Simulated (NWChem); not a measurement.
# AlO, doublet; SMILES [O]=[Al]

Results from NWChem. Spin-unrestricted. No stability test was run on the SCF state. Each level has its own optimisation; frequencies are unscaled.

| level | basis functions | r Al–O (Å) | highest harmonic frequency (cm⁻¹) | zero-point energy (kcal/mol) | dipole (D) |
|---|---|---|---|---|---|
| B3LYP/3-21G | 22 | 1.673 | 929 | 1.3 | 2.74 |
| B3LYP/pcseg-1 | 32 | 1.642 | 940 | 1.3 | 3.99 |
| B3LYP/aug-pcseg-1 | 50 | 1.645 | 926 | 1.3 | 4.41 |
| B3LYP/pcseg-2 | 64 | 1.625 | (withheld) | 1.4 | (withheld) |
| B3LYP/def2-TZVPP | 73 | 1.626 | 950 | 1.4 | 4.13 |

Problem. Fill in the missing entries.

Solution. 
- B3LYP/pcseg-2, highest harmonic frequency (cm⁻¹): 958
- B3LYP/pcseg-2, dipole (D): 4.24
